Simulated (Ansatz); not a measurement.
```xyz
3

N     0.0000    0.4616   -0.4173
H     0.0000    1.4066    0.2492
O     0.0000   -0.5797    0.3340
```

Basis set: 6-31G* (spherical functions). Correlated methods keep 2 orbitals frozen. Charge 0, multiplicity 1.

Computed with Ansatz (development build ahead of 0.2.0); each method stands on the lowest determinant of its kind that the runs found. Restricted open shells among the atoms or ions are ROHF, correlated in semicanonical orbitals with singles.

Q: Give the atomization energy at this shape (free ground-state atoms in the same class of orbitals less the molecule, no zero-point energy) of singlet HNO by RHF-MP2, RHF.

A:

```json
{"method": "RHF-MP2", "atomization energy": "175.86 kcal/mol"}
{"method": "RHF", "atomization energy": "60.25 kcal/mol"}
```

Caution: in another basis set an unrestricted determinant lies well below; the shape is not the minimum.
